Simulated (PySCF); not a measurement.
**Bonding in `CN(C)[Si@H](F)N[SiH2]CF`**

C3H12F2N2Si2.
SMILES with atom numbers: `[CH3:1][N:2]([CH3:3])[Si@H:4]([F:5])[NH:6][SiH2:7][CH2:8][F:9]` (hydrogens: H10, H11, H12 on C1; H13, H14, H15 on C3; H16 on Si4; H17 on N6; H18, H19 on Si7; H20, H21 on C8)

Structure used (GFN2-xTB), in Å, numbered top down from 1:
```
atom  x, y, z in Å
C1    -3.1031   -0.8940    0.2241
N2    -1.8424   -0.1920    0.2886
C3    -1.9895    1.1490    0.8054
Si4   -0.5449   -0.6273   -0.7345
F5    -0.5855   -2.2386   -0.8128
N6     0.9098   -0.0751    0.0074
Si7    2.4926   -0.2514   -0.6431
C8     3.6390    0.6929    0.5668
F9     3.4054    0.2929    1.8704
H10   -2.9383   -1.9089   -0.1232
H11   -3.5535   -0.9285    1.2191
H12   -3.8065   -0.3983   -0.4548
H13   -2.3915    1.1092    1.8215
H14   -1.0243    1.6459    0.8239
H15   -2.6757    1.7412    0.1896
H16   -0.5335   -0.2243   -2.1331
H17    0.8626    0.0627    1.0058
H18    2.5495    0.4292   -1.9378
H19    2.9465   -1.6402   -0.7500
H20    4.6947    0.4994    0.3712
H21    3.4798    1.7732    0.5496
```

Bond orders from the PBE0/pcSseg-1 density (PySCF). The structure is a single GFN2-xTB conformer in the gas phase; no vibrational or solvent corrections.

How far do the computed orders between heavy atoms stray from the drawn ones?

The largest departure is 0.162, at C8–F9 (drawn single, 0.838). Drawn single, order below 0.88: C8–F9 (0.838).

Set the Mayer orders of the bonds between heavy atoms beside their lengths.

| bond | drawn as | length (Å) | Mayer order |
| --- | --- | --- | --- |
| C1–N2 | single | 1.444 | 0.952 |
| N2–C3 | single | 1.445 | 0.953 |
| N2–Si4 | single | 1.709 | 0.997 |
| Si4–F5 | single | 1.614 | 0.913 |
| Si4–N6 | single | 1.724 | 0.968 |
| N6–Si7 | single | 1.720 | 0.966 |
| Si7–C8 | single | 1.916 | 0.905 |
| C8–F9 | single | 1.383 | 0.838 |

By pair of heavy elements: C–N: all 2 within 0.02 of one another (0.952 to 0.953). N–Si: lowest N6–Si7 and Si4–N6 (0.966, 1.720 Å), highest N2–Si4 (0.997, 1.709 Å). Bonds named together lie within 0.004.

And the bonds to hydrogen?

C–H: 0.95 to 0.96 (8 bonds); H–Si: 0.89 to 0.93 (3 bonds); H–N: 0.90 (1 bond).

Sum the orders of all bonds at each heavy atom with more than one neighbour and set the sums beside the valence in the SMILES.

C1 3.839 (drawn 4), N2 2.902 (drawn 3), C3 3.840 (drawn 4), Si4 3.771 (drawn 4), N6 2.836 (drawn 3), Si7 3.715 (drawn 4), C8 3.645 (drawn 4). Orders between atoms that aren't bonded are not in these sums.

Mayer orders depend on the basis set.
